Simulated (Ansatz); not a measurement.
A run for Ansatz (an electronic-structure program): U-wB97M-V/def2-TZVPP on LiCl-, 2S+1 = 2, a spin state set in the input, which need not be the lowest, a point of a bond scan (R = 2.144 Å). Charge -1.

Ansatz 0.2 input:
```yaml
crystal:
  periodic: [false, false, false]
  atoms:
    - {symbol: Li, position_ang: [0.00000000, 0.00000000, 0.00000000]}
    - {symbol: Cl, position_ang: [0.00000000, 0.00000000, 2.14374900]}
basis:
  gaussian:
    orbitals: def2-TZVPP
    pivot_positions_ang: [[0.00000000, 0.00000000, 0.00000000], [0.00000000, 0.00000000, 2.14374900]]
hamiltonian:
  xc: {name: wB97M-V}
total_charge: -1
magnetization: {spin_polarized: true, initial_magnetization: 1}
output: {forces: true, orbitals: {seedname: ./end}}
```

Program output:

```
WARN ansatz: RAYON_NUM_THREADS=1 ignored (pool sized by the plan → 1); use --threads N
Functional definition: wB97M-V
integrals: 0.02 GiB planned
455 factors; their error is unknown
integrals: 0.05 GiB planned
123 factors; integrals over basis functions are off by at most 2.2e-5 eV
mean field: 0.28 GiB planned
mean field evaluation 1: about -12727.9772 eV, gradient 1.4e1 eV
mean field evaluation 2: about -12728.4598 eV, gradient 1.1e1 eV
mean field evaluation 4: about -12728.9325 eV, gradient 3.8e-1 eV
mean field evaluation 8: about -12728.9541 eV, gradient 5.0e-2 eV
mean field evaluation 16: about -12728.9541 eV, gradient 4.1e-5 eV
mean field -12728.95410934 eV, -467.7804355231 hartree, gradient 4.1e-5 eV, S^2 0.750244; 0 other end points of the search recorded, 0 dependent functions left out
the calculation of the forces begins
reference -12728.95414431 eV, -467.7804368082 hartree; 11, 10 occupied and 50, 51 virtual orbitals, 455 factors
Total energy: -12728.95414431 eV, -467.7804368082 hartree
Atom 0 at     0.000000     0.000000     0.000000 Å, force     0.000000     0.000000    -0.001354 eV/Å
Atom 1 at     0.000000     0.000000     2.143749 Å, force     0.000000     0.000000     0.001354 eV/Å
Dipole moment:     0.000000     0.000000     0.958572 e Å
```

Self-consistency was reached.

Cost: around 3 core-seconds (rough).
